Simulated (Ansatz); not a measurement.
## From C to Ge: the dipole moment

All atoms of one element are swapped for its congeners: C2H4F2 `CC(F)F`; SiH(SiH3)F2; GeH(GeH3)F2. All are singlets with charge 0.

Shapes, held fixed at every level: PBE0-D4/def2-TZVP. Programs: Ansatz 0.2.0. Values in D.

```tsv
level	C2H4F2	SiH(SiH3)F2	GeH(GeH3)F2
PBE-D4/def2-TZVPP	2.05	1.53	2.86
r2SCAN-D4/def2-TZVPP	2.14	1.58	2.97
B3LYP-D4/def2-TZVPP	2.20	1.66	3.08
wB97M-V/def2-TZVPP	2.19	1.64	3.09
measured	2.27	–	–
```

At wB97M-V/def2-TZVPP the dipole moment isn't monotonic: it is largest for Ge and smallest for Si (3.09 and 1.64 D). Every level shows the same order. Measured values: NIST CCCBDB. Relativity is left out for Ge unless named.
